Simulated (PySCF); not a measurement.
## Static response to an electric field

Compound: C3H7ClOSi.
Geometry (GFN2-xTB, Å), atoms numbered from 1 in this order:
```
atom  x, y, z in Å
C1     2.5038    0.0875   -0.0251
C2     1.1636   -0.4874    0.2808
C3    -0.0105    0.0466   -0.0278
Cl4   -0.1371    1.5638   -0.8721
O5    -1.1721   -0.5196    0.2749
Si6   -2.7193   -0.0468   -0.0020
H7     3.0598    0.2490    0.8977
H8     3.0763   -0.6072   -0.6387
H9     2.4148    1.0322   -0.5526
H10    1.1418   -1.4317    0.8056
H11   -2.9653    0.0694   -1.4379
H12   -3.3744   -1.1843    0.6206
H13   -2.9857    1.2292    0.6588
```

Level: wB97X-D/def2-SVPD (PySCF), static field, nuclei fixed, core orbitals frozen in the response. The polarisability tensor in these axes (au):

```
x   103.09  -4.06   2.66
y    -4.06  74.70  -7.41
z     2.66  -7.41  65.57
```

**Question.** What are the eigenvalues, a third of the trace, and Δα (Δα² = ½Σ(αi − αj)² over the three pairs)?

**Answer.** Principal values 61.43, 77.91 and 104.02 au; mean 81.12 au = 12.02 Å³ = 13.37 × 10⁻⁴⁰ C²·m²/J; Δα = 37.20 au (46 % of the mean).

**Question.** What is the dipole moment, and where does it point?

**Answer.** (-0.10, -0.35, 0.19) D, 0.41 D in size, pointing from the negative to the positive side. Measured along this direction, the outermost atoms are H9 and Cl4 at the negative end and H12 at the positive end.

**Question.** Find the Langevin capture rate constant for H3+ (3.023 u) meeting this molecule (121.995 u), k = 2.342 × 10⁻⁹ cm³/s × √(α in Å³ / reduced mass in u).

**Answer.** The reduced mass is 2.95 u, so k = 4.73 × 10⁻⁹ cm³/s. The formula leaves out the permanent dipole, which adds to the capture rate.

**Question.** Sum over states: ᾱ = Σ f/ω², ω in Eh. What share falls to these 8 lowest TDDFT singlets (eV, f)? 5.96, 0.0008; 6.29, 0.0005; 6.70, 0.4787; 7.23, 0.0003; 7.57, 0.0257; 7.71, 0.0015; 7.87, 0.0000; 8.19, 0.0089.

**Answer.** They add up to 8.38 au, 10.3 % of the 81.12 au; the largest single term is 7.90 au, from the state at 6.70 eV. Terms in order: 0.02, 0.01, 7.90, 0.00, 0.33, 0.02, 0.00, 0.10 au. Higher excitations give the rest. The strengths listed sum to 0.516.

**Question.** Rayleigh depolarisation ratio (linearly polarised light, static tensor)?

**Answer.** ρ = 3Δα²/(45ᾱ² + 4Δα²) = 4151.8/(296118 + 5535.7) = 0.0138.

Isolated species at its GFN2-xTB geometry (one conformer only).

wB97X-D is run here without its empirical dispersion term; that term would change no orbital, density or response property at a fixed geometry.
